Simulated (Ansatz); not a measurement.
Compare A (`COB(C)N`) with its isomer B (`BNCOC`).

Calculated with Ansatz (gas phase, PBE0-D4/def2-TZVP geometries, no zero-point term in ΔE). CCSD(T)/CBS is the MP2 limit (def2-TZVPP, def2-QZVPP) plus CCSD(T) − MP2 in def2-TZVPP, frozen cores. DFT in def2-TZVPP. B3LYP here is the variant with VWN-RPA as its local correlation; programs differ in this. One conformer a species, not always the lowest.

Question: Which isomer does CCSD(T)/CBS put lower? Give the gap. (Estimate.)

Answer: Ansatz gave: A, by 57.9 kcal/mol.

Question: Give E(B) − E(A) in kcal/mol with PBE-D4, MP2/def2-TZVPP, CCSD(T)/def2-TZVPP, HF/def2-TZVPP, r2SCAN-D4, B3LYP, CCSD/def2-TZVPP. (Best estimate.)

Answer: Ansatz gave: PBE-D4 56.0, MP2/def2-TZVPP 58.5, CCSD(T)/def2-TZVPP 56.9, HF/def2-TZVPP 56.4, r2SCAN-D4 58.6, B3LYP 56.4, CCSD/def2-TZVPP 57.2. None reverses the order clearly.

Largest T1 diagnostic: 0.012.

From PBE to PBE0 (25 % exact exchange), in def2-TZVPP and without D4, E(B) − E(A) moves by +1.2 kcal/mol.
